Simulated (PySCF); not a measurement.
CH₇NSi₃, SMILES [Si@@H]1([SiH3])[SiH2]C=N1.

The structure is a stationary point at B3LYP-D3(BJ)/def2-SVP. The structure was generated by enumeration; whether it is a known compound was not checked.

Computed with SMD-B3LYP/def2-SVP (PySCF).

Solvation free energies are E(SMD) − E(gas) at the gas-phase geometry, for 1 M in both phases. In vacuum the dipole moment is 1.63 D.

Computed solvation free energies in water, diethylether, chloroform:
| solvent | ΔG(solv) (kcal/mol) | its non-electrostatic (CDS) part | dipole (D) |
|---|---|---|---|
| water | 1.5 | 4.7 | 2.30 |
| diethylether | -2.1 | 0.1 | 2.04 |
| chloroform | -2.0 | 0.2 | 2.07 |
